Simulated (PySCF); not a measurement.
Simulation results for B2ClGeH4

Computed with PySCF 2.14.0. Calculation on a computer-drawn molecule: optimised geometry and harmonic frequencies of an isolated molecule of the commonest isotopes, restricted reference for singlets and unrestricted otherwise, frozen core in MP2; on germanium a core potential holds 10 electrons, which the energies leave out, and 3d is frozen in MP2 and coupled-cluster steps.

B2ClGeH4

Start structure:
```xyz
8
B2ClGeH4
B      0.1886     0.9578     0.2351
B     -0.0088    -0.4629    -0.3062
Ge    -1.8110    -1.2204    -0.9859
Cl    -2.3010    -1.1129    -2.9748
H      0.1783     1.2106     1.3371
H      0.4376     1.9969    -0.3923
H      0.8604    -1.3559    -0.4259
H     -2.9854    -1.9421    -0.3159
```

Here we set charge 1, multiplicity 1, method HF, basis cc-pV(D+d)Z and basis and core potential on germanium cc-pVDZ-PP ECP10MDF.

Drawn bonds:
| atom | other atom | order |
| --- | --- | --- |
| 1 | 2 | 1 |
| 2 | 3 | 1 |
| 3 | 4 | 1 |
| 1 | 5 | 1 |
| 1 | 6 | 1 |
| 2 | 7 | 1 |
| 3 | 8 | 1 |

Question: Give the missing total energy for B2ClGeH4.
Answer: -804.2926 hartree

Question: B2ClGeH4: rotational constants?
Answer: 7.112, 1.92, 1.616 GHz

Further results for B2ClGeH4:

- convergence status largest gradient component: 2.198e-05 hartree/bohr

Optimised structure:
```xyz
8
B2ClGeH4
B      0.2127     1.0398     0.2558
B      0.0031    -0.5290    -0.3244
Ge    -1.8332    -1.2618    -0.9947
Cl    -2.3189    -0.9902    -2.9984
H      0.0736     1.2648     1.4214
H      0.5011     1.9171    -0.5026
H      0.8540    -1.3622    -0.4196
H     -2.9339    -2.0074    -0.2663
```

Modes:
| frequency (cm⁻¹) | reduced mass (dalton) |
| --- | --- |
| 62.77 | 3.607 |
| 126.3 | 2.449 |
| 173.7 | 2.896 |
| 312.7 | 1.236 |
| 430.7 | 2.513 |
| 469.1 | 1.512 |
| 484.9 | 1.164 |
| 521 | 12.82 |
| 749.6 | 1.079 |
| 788.4 | 1.242 |
| 866.6 | 1.525 |
| 956.3 | 2.521 |
| 1049 | 1.532 |
| 1232 | 1.195 |
| 2316 | 1.022 |
| 2707 | 1.051 |
| 2763 | 1.092 |
| 2803 | 1.125 |
